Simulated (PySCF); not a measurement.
PySCF input (M06-2X/def2-TZVPD):

```python
from pyscf import gto, scf, dft

mol = gto.M(
    atom='''
    Sb   -0.00000000   -0.00000000   -1.24397196
    Sb    0.00000000    0.00000000    1.24397196
    ''',
    basis='def2-tzvpd',
    ecp='def2-tzvp',
    charge=1,
    spin=1,
    symmetry='D2h',
    verbose=4,
)

mf = dft.UKS(mol, xc='m062x').density_fit(auxbasis='def2-universal-jkfit')
mf.grids.level = 4
mf.conv_tol = 1e-9
mf.max_cycle = 100
mf.max_memory = 1500
mf.kernel()
if not mf.converged:
    mf = mf.newton()
    mf.kernel(mf.make_rdm1())
mf.analyze()
```

Output:

```
PySCF version 2.14.0

[INPUT] verbose = 4
[INPUT] num. atoms = 2
[INPUT] num. electrons = 45
[INPUT] charge = 1
[INPUT] spin (= nelec alpha-beta = 2S) = 1
[INPUT] symmetry D2h subgroup None
[INPUT] Mole.unit = angstrom
[INPUT] Symbol           X                Y                Z      unit          X                Y                Z       unit  Magmom
[INPUT]  1 Sb     0.000000000000   0.000000000000  -1.243971960000 AA    0.000000000000   0.000000000000  -2.350766311038 Bohr   0.0
[INPUT]  2 Sb     0.000000000000   0.000000000000   1.243971960000 AA    0.000000000000   0.000000000000   2.350766311038 Bohr   0.0

nuclear repulsion = 112.51650100565
point group symmetry = Dooh, use subgroup D2h
symmetry origin: [0. 0. 0.]
symmetry axis x: [1. 0. 0.]
symmetry axis y: [0. 1. 0.]
symmetry axis z: [0. 0. 1.]
num. orbitals of irrep Ag = 24
num. orbitals of irrep B1g = 6
num. orbitals of irrep B2g = 13
num. orbitals of irrep B3g = 13
num. orbitals of irrep Au = 6
num. orbitals of irrep B1u = 24
num. orbitals of irrep B2u = 13
num. orbitals of irrep B3u = 13
number of shells = 36
number of NR pGTOs = 194
number of NR cGTOs = 112
basis = def2-tzvpd
ecp = def2-tzvp

******** <class 'pyscf.df.df_jk.DFSymAdaptedUKS'> ********
method = DFSymAdaptedUKS
initial guess = minao
damping factor = 0
level_shift factor = 0
DIIS = <class 'pyscf.scf.diis.CDIIS'>
diis_start_cycle = 1
diis_space = 8
diis_damp = 0
SCF conv_tol = 1e-09
SCF conv_tol_grad = None
SCF max_cycles = 100
direct_scf = False
number electrons alpha = 23  beta = 22
XC library pyscf.dft.libxc version 7.1.2
    S. Lehtola, C. Steigemann, M. J. T. Oliveira, and M. A. L. Marques,  SoftwareX 7, 1–5 (2018)
XC functionals = m062x
    Y. Zhao and D. G. Truhlar,  Theor. Chem. Acc. 120, 215 (2008)
    Y. Zhao and D. G. Truhlar,  Theor. Chem. Acc. 120, 215 (2008)
radial grids:
    Treutler-Ahlrichs [JCP 102, 346 (1995); DOI:10.1063/1.469408] (M4) radial grids

becke partition: Becke, JCP 88, 2547 (1988); DOI:10.1063/1.454033
pruning grids: <function nwchem_prune>
grids dens level: 4
symmetrized grids: D2h
atomic radii adjust function: <function treutler_atomic_radii_adjust>
[...]
beta  HOMO (B2u) = -0.476523632004249  LUMO (B3u) = -0.347432500254028
  HOMO = -0.476523632004  LUMO = -0.347432500254  gap/eV = 3.51275
Extra cycle  E= -480.049564199979  delta_E= -1.48e-12  |g|= 6.07e-07  |ddm|= 3.49e-06
converged SCF energy = -480.049564199979  <S^2> = 0.75513005  2S+1 = 2.0051235
**** SCF Summaries ****
Total Energy =                        -480.049564199978647
Nuclear Repulsion Energy =             112.516501005649658
One-electron Energy =                -1053.366306868192623
Two-electron Energy =                  460.800241662564304
Two-electron Coulomb Energy =          499.177540246267256
DFT Exchange-Correlation Energy =      -38.377298583702938
HOMO-LUMO gap [eV] =                     3.512748617813948
Wave-function symmetry = B3u
alpha occupancy for each irrep:     Ag  B1g  B2g  B3g   Au  B1u  B2u  B3u
                                     6    1    2    2    1    5    3    3
beta  occupancy for each irrep:     Ag  B1g  B2g  B3g   Au  B1u  B2u  B3u
                                     6    1    2    2    1    5    3    2
**** MO energy ****
alpha MO #1 (Ag #1), energy= -6.19479497538821 occ= 1
alpha MO #2 (B1u #1), energy= -6.19467196748648 occ= 1
alpha MO #3 (B3u #1), energy= -4.39936138431214 occ= 1
alpha MO #4 (B2g #1), energy= -4.39921979092961 occ= 1
alpha MO #5 (B2u #1), energy= -4.39117810904371 occ= 1
alpha MO #6 (B3g #1), energy= -4.39103597840199 occ= 1
alpha MO #7 (Ag #2), energy= -4.38689291720994 occ= 1
alpha MO #8 (B1u #2), energy= -4.38551214221935 occ= 1
alpha MO #9 (Ag #3), energy= -1.68426763785046 occ= 1
alpha MO #10 (B3u #2), energy= -1.67908906907552 occ= 1
alpha MO #11 (B1g #1), energy= -1.67861951268776 occ= 1
alpha MO #12 (B1u #3), energy= -1.67830107401767 occ= 1
alpha MO #13 (Au #1), energy= -1.6773778966665 occ= 1
alpha MO #14 (Ag #4), energy= -1.67597002919139 occ= 1
alpha MO #15 (B2u #2), energy= -1.67142781730886 occ= 1
alpha MO #16 (B2g #2), energy= -1.67106042947635 occ= 1
alpha MO #17 (B3g #2), energy= -1.66340985495092 occ= 1
alpha MO #18 (B1u #4), energy= -1.65939750021521 occ= 1
alpha MO #19 (Ag #5), energy= -0.894777768767457 occ= 1
alpha MO #20 (B1u #5), energy= -0.733116849838183 occ= 1
alpha MO #21 (Ag #6), energy= -0.514276738747407 occ= 1
alpha MO #22 (B3u #3), energy= -0.514003314899613 occ= 1
alpha MO #23 (B2u #3), energy= -0.488258964563038 occ= 1
alpha MO #24 (B2g #3), energy= -0.308314648356313 occ= 0
alpha MO #25 (B3g #3), energy= -0.283077950254156 occ= 0
alpha MO #26 (B1u #6), energy= -0.166451090321584 occ= 0
alpha MO #27 (Ag #7), energy= -0.128862790469205 occ= 0
alpha MO #28 (Ag #8), energy= -0.0931693057423812 occ= 0
alpha MO #29 (B1g #2), energy= -0.0928631295077715 occ= 0
alpha MO #30 (B1u #7), energy= -0.0781794559963789 occ= 0
alpha MO #31 (B3u #4), energy= -0.0608058647147329 occ= 0
alpha MO #32 (B2u #4), energy= -0.0571539484030694 occ= 0
alpha MO #33 (Ag #9), energy= -0.0530784758391682 occ= 0
alpha MO #34 (B2g #4), energy= -0.0256428537891402 occ= 0
alpha MO #35 (B3g #4), energy= -0.0223652244451049 occ= 0
alpha MO #36 (B1u #8), energy= -0.0171827480142515 occ= 0
alpha MO #37 (Au #2), energy= -0.0170328521091578 occ= 0
alpha MO #38 (B2u #5), energy= -0.0119271322792658 occ= 0
alpha MO #39 (B3u #5), energy= -0.0108690512042244 occ= 0
alpha MO #40 (B1u #9), energy= 0.00509384339859054 occ= 0
alpha MO #41 (Ag #10), energy= 0.0563112139489208 occ= 0
alpha MO #42 (B3u #6), energy= 0.110600680011347 occ= 0
alpha MO #43 (Ag #11), energy= 0.112780754339598 occ= 0
alpha MO #44 (B1g #3), energy= 0.113713065275495 occ= 0
alpha MO #45 (B3g #5), energy= 0.114721459608581 occ= 0
alpha MO #46 (B2u #6), energy= 0.11841424978877 occ= 0
alpha MO #47 (B2g #5), energy= 0.119465769910414 occ= 0
alpha MO #48 (B1u #10), energy= 0.120527622045583 occ= 0
alpha MO #49 (Ag #12), energy= 0.176660519044725 occ= 0
alpha MO #50 (B1u #11), energy= 0.181901100816536 occ= 0
alpha MO #51 (Au #3), energy= 0.182497451331451 occ= 0
alpha MO #52 (B2g #6), energy= 0.233584847897378 occ= 0
alpha MO #53 (B3g #6), energy= 0.24488917362773 occ= 0
alpha MO #54 (Ag #13), energy= 0.296351400740718 occ= 0
alpha MO #55 (B1u #12), energy= 0.301634478397898 occ= 0
alpha MO #56 (B1u #13), energy= 0.465318827305706 occ= 0
alpha MO #57 (Ag #14), energy= 0.494948032256463 occ= 0
alpha MO #58 (B1g #4), energy= 0.49573784551819 occ= 0
alpha MO #59 (B3u #7), energy= 0.520070518860885 occ= 0
alpha MO #60 (B2u #7), energy= 0.536173291305157 occ= 0
alpha MO #61 (B3u #8), energy= 0.553530287281535 occ= 0
alpha MO #62 (B2u #8), energy= 0.554329783382774 occ= 0
alpha MO #63 (Ag #15), energy= 0.554559215432172 occ= 0
alpha MO #64 (B2g #7), energy= 0.601571462065476 occ= 0
alpha MO #65 (B3g #7), energy= 0.601623125824247 occ= 0
alpha MO #66 (B3u #9), energy= 0.649514443639674 occ= 0
alpha MO #67 (B2u #9), energy= 0.665309079914287 occ= 0
alpha MO #68 (Au #4), energy= 0.712487381872868 occ= 0
alpha MO #69 (B1u #14), energy= 0.712609685553298 occ= 0
alpha MO #70 (B2g #8), energy= 0.739904034078226 occ= 0
alpha MO #71 (B3g #8), energy= 0.754147671761622 occ= 0
alpha MO #72 (B1u #15), energy= 0.837210238008731 occ= 0
alpha MO #73 (Ag #16), energy= 0.925146715234626 occ= 0
alpha MO #74 (B2g #9), energy= 0.992554877766048 occ= 0
alpha MO #75 (B3g #9), energy= 1.00945469786489 occ= 0
alpha MO #76 (B1u #16), energy= 1.01310920364187 occ= 0
alpha MO #77 (B1g #5), energy= 1.14962220100533 occ= 0
alpha MO #78 (Ag #17), energy= 1.1507556444959 occ= 0
alpha MO #79 (B3u #10), energy= 1.17674109710906 occ= 0
alpha MO #80 (B2g #10), energy= 1.17889775905975 occ= 0
alpha MO #81 (Au #5), energy= 1.18628077967195 occ= 0
alpha MO #82 (B1u #17), energy= 1.18728288402031 occ= 0
alpha MO #83 (B3g #10), energy= 1.19232902346447 occ= 0
alpha MO #84 (B2u #10), energy= 1.19252430373483 occ= 0
alpha MO #85 (Ag #18), energy= 1.23819823524948 occ= 0
alpha MO #86 (B1u #18), energy= 1.48755736592438 occ= 0
alpha MO #87 (B1g #6), energy= 2.12408243135612 occ= 0
alpha MO #88 (Ag #19), energy= 2.12412192823229 occ= 0
alpha MO #89 (B3u #11), energy= 2.13126010494187 occ= 0
alpha MO #90 (B2u #11), energy= 2.13126494796224 occ= 0
alpha MO #91 (B3g #11), energy= 2.16256015909125 occ= 0
alpha MO #92 (B2g #11), energy= 2.16257360655549 occ= 0
alpha MO #93 (B3u #12), energy= 2.23032794003302 occ= 0
alpha MO #94 (B2u #12), energy= 2.24228164755077 occ= 0
alpha MO #95 (B1u #19), energy= 2.25003345612356 occ= 0
alpha MO #96 (Au #6), energy= 2.2500955382011 occ= 0
alpha MO #97 (B2g #12), energy= 2.38934870751183 occ= 0
alpha MO #98 (B3g #12), energy= 2.39898499461635 occ= 0
alpha MO #99 (B1u #20), energy= 2.43888814147923 occ= 0
alpha MO #100 (Ag #20), energy= 2.50692613852285 occ= 0
alpha MO #101 (Ag #21), energy= 3.254771662157 occ= 0
alpha MO #102 (B1u #21), energy= 3.50271319937061 occ= 0
[...]
```

This state (charge 1, doublet) is run at the relaxed geometry of the species with charge 0 and multiplicity 1.
